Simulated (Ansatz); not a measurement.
CH$_{2}$BFS, SMILES `FC1BS1`, relaxed with RKS PBE-D4/def2-SVP in Ansatz 0.2.0 from a rough embedded geometry. The force threshold is 0.03 eV/Å; the program also tests the step.

Charge 0, multiplicity 1.

Start:

```xyz
6

F     0.402    1.690   -0.114
C    -0.112    0.453    0.349
B     0.271   -0.697   -0.606
S    -1.481   -0.012   -0.465
H    -0.069    0.243    1.436
H     0.990   -1.676   -0.600
```

Q: By how much does the energy fall, and how many steps does the optimiser take? (An estimate is asked.)

A: The calculation gave: 24.13 kcal/mol, in 8 steps, 3 of them rejected.

Q: Which bonds change most? (An estimate is asked.)

A: Computed: C2–S4 from 1.659 to 1.900 Å; B3–S4 from 1.887 to 1.756 Å; F1–C2 from 1.417 to 1.365 Å; B3–H6 from 1.214 to 1.203 Å.

Q: Give the relaxed structure. (An estimate is asked.)

A: Computed: 
```xyz
6

F     0.487    1.675   -0.034
C     0.009    0.476    0.411
B     0.202   -0.792   -0.442
S    -1.459   -0.235   -0.563
H    -0.181    0.513    1.500
H     0.941   -1.638   -0.873
```
